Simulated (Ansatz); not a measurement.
Basis-set series for `CB(F)CI`. The species carries charge 0 and has multiplicity 1. I: def2 effective core potential. The structure was optimised at the PBE0-D4/def2-TZVP level. It is one conformer, not always the lowest.

```csv
functional,basis,functions,energy (Eh),HOMO (eV),LUMO (eV)
PBE0-D4,def2-SVP,107,-501.32904,-7.43,-1.36
PBE0-D4,def2-TZVPP,244,-501.57496,-7.50,-1.50
ωB97M-V,def2-SVP,107,-501.43084,-9.55,0.71
ωB97M-V,def2-TZVPP,244,-501.68613,-9.65,0.43
```

Question: Give the rows for def2-QZVPP. (Best estimate.)

Answer: Ansatz gave: 
```tsv
functional	basis	functions	energy (Eh)	HOMO (eV)	LUMO (eV)
PBE0-D4	def2-QZVPP	460	-501.58736	-7.51	-1.53
ωB97M-V	def2-QZVPP	460	-501.69793	-9.66	0.34
```

Positive LUMOs are unbound and depend on the basis.
